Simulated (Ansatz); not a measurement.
ClHOZn (`[OH][Zn][Cl]`), relaxed with RKS PBE0-D4/def2-TZVP in Ansatz 0.2.0 from a PBE-D4/def2-SVP geometry. The force threshold is 0.005 eV/Å; the program also tests the step.

The species carries charge 0 and has multiplicity 1.

Start:

```xyz
4

O     0.696    1.132   -0.137
Zn   -0.143   -0.437   -0.171
Cl   -1.061   -2.321   -0.375
H     0.508    1.626    0.683
```

How much energy does the relaxation release, and in how many steps? (An estimate is asked.)

Computed: 1.45 kJ/mol, in 4 steps.

Which bonds change most? (An estimate is asked.)

Computed: Zn2–Cl3 from 2.106 to 2.083 Å; O1–H4 from 0.976 to 0.959 Å; O1–Zn2 from 1.779 to 1.766 Å.

Give the relaxed structure. (An estimate is asked.)

Ansatz gave: 
```xyz
4

O     0.678    1.117   -0.119
Zn   -0.144   -0.445   -0.179
Cl   -1.054   -2.309   -0.375
H     0.519    1.636    0.672
```
